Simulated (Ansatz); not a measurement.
`F[SiH](F)[SiH](Cl)Cl` + `F[BH][GeH2][F]` → `F[Si](F)(F)[SiH](Cl)Cl` + `[BH2][GeH2][F]` at 500 K and 1 bar (redistribution).

Isolated molecules relaxed with PBE0-D4/def2-TZVP in Ansatz; ΔE leaves out vibrations. CCSD(T)/CBS adds triple-zeta CCSD(T) − MP2 to the extrapolated MP2 energy (def2 sets, frozen cores). For Ge outer-core shells are correlated without core-valence functions, which leaves a few kJ/mol of doubt a bond. Scalar relativity is left out up to krypton. Each species was taken in one conformer, which may not be the lowest.

```
                 species  CCSD(T)/CBS energy (Eh)  H − E (kJ/mol)  S (J/(mol·K))
  `F[SiH](F)[SiH](Cl)Cl`              -1698.73569           124.2          467.7
        `F[BH][GeH2][F]`              -2302.35660           124.2          377.5
`F[Si](F)(F)[SiH](Cl)Cl`              -1798.00739           114.5          489.5
        `[BH2][GeH2][F]`              -2203.09407           133.7          350.3
```

H − E and S are ideal-gas, rigid-rotor, harmonic terms from PBE0-D4/def2-TZVP, for one conformer and one mirror image of each species. 1 Eh = 2625.50 kJ/mol, R = 8.31446 J/(mol·K).

Problem. By hand: ΔE, ΔH, ΔS and ΔG.

Solution. ΔE = (-1798.00739) + (-2203.09407) − (-1698.73569) − (-2302.35660) = -0.00917 Eh = -24.1 kJ/mol. Δ(H − E) = 114.5 + 133.7 − 124.2 − 124.2 = -0.2, so ΔH = -24.3 kJ/mol. ΔS = 489.5 + 350.3 − 467.7 − 377.5 = -5.4 J/(mol·K). ΔG = -24.3 − 500 × (-5.4)/1000 = -21.6 kJ/mol.

Problem. By hand: the equilibrium constant, and the temperature at which ΔG would vanish if ΔH and ΔS stayed fixed.

Solution. log₁₀ K = −ΔG/(RT ln 10) = 2.3. ΔG = 0 at ΔH/ΔS = 4500 K, far beyond where these terms or the molecules hold.

The number of gas molecules stays the same, so ΔS is small and ΔH decides. A doubt of 5 kJ/mol in ΔE shifts log₁₀ K by 0.5 here. Other conformers and mirror images would add mixing entropy, several J/(mol·K) or more a flexible species. Modes under 60 cm⁻¹, often nearly free rotors, make the harmonic entropy too high. These are equilibria of isolated gas molecules and say nothing of rates. Largest T1 diagnostic: 0.013 (customary marks: 0.02 for closed shells, 0.045 for open ones).
